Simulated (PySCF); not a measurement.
A side-by-side comparison of computed properties.

First species: C₄H₉F₃Si₂.
SMILES: `FC(=C(F)F)[C@@H]([SiH3])C[SiH3]`

Second species: C3H13FO2Si3.
InChI=1S/C3H13FO2Si3/c1-3(2)5-9(6-7)8-4/h3,9H,8H2,1-2,7H3/t9-/m0/s1

Levels: PBE0/pcSseg-1 for dipole moment, HOMO energy, LUMO energy and HOMO–LUMO gap; GFN2-xTB for rotational constant A and rotational constant C. Geometries: GFN2-xTB. Each species is one conformer at its optimised geometry, gas phase, non-relativistic unless stated. Electronic properties by PySCF.

Dipoles, sizes and rotational constants follow the conformer. The torsions of the flexible species, by atom-mapped SMILES:
- `[F:1][C:2]([F:3])=[C:4]([F:5])[C@@H:6]([SiH3:7])[CH2:8][SiH3:9]`: C2–C4–C6–Si7 118°, C4–C6–C8–Si9 172°
- `[CH3:1][CH:2]([CH3:3])[O:4][Si@@H:5]([O:6][SiH3:7])[SiH2:8][F:9]`: C1–C2–O4–Si5 130°, C2–O4–Si5–O6 51°, O4–Si5–O6–Si7 78°, O4–Si5–Si8–F9 165°

Values for the first species:

| Property | Result |
| --- | --- |
| Dipole moment | 1.64 D |
| HOMO energy | -7.15 eV |
| LUMO energy | 0.11 eV |
| HOMO–LUMO gap | 7.26 eV |
| Rotational constant A | 1.628 GHz |
| Rotational constant C | 0.543 GHz |

Estimate the same properties for the second species, and the change in each.

```json
{"property": "dipole moment", "first": "1.64 D", "second": "3.00 D", "second less first": "+1.36 D"}
{"property": "HOMO energy", "first": "-7.15 eV", "second": "-7.93 eV", "second less first": "-0.78 eV"}
{"property": "LUMO energy", "first": "0.11 eV", "second": "-0.66 eV", "second less first": "-0.77 eV"}
{"property": "HOMO–LUMO gap", "first": "7.26 eV", "second": "7.27 eV", "second less first": "+0.01 eV"}
{"property": "rotational constant A", "first": "1.628 GHz", "second": "1.018 GHz", "second less first": "-0.610 GHz"}
{"property": "rotational constant C", "first": "0.543 GHz", "second": "0.443 GHz", "second less first": "-0.100 GHz"}
```

On the first: In atomic units the dipole is 0.64 e·bohr (1 au = 2.5417 D).

On the second: A dipole of 3.00 D is allowed in C1, and pure rotational transitions are dipole-allowed. In atomic units the dipole is 1.18 e·bohr (1 au = 2.5417 D). GFN2-xTB frequencies show an imaginary mode (37i cm⁻¹), so this geometry is no minimum at that level.
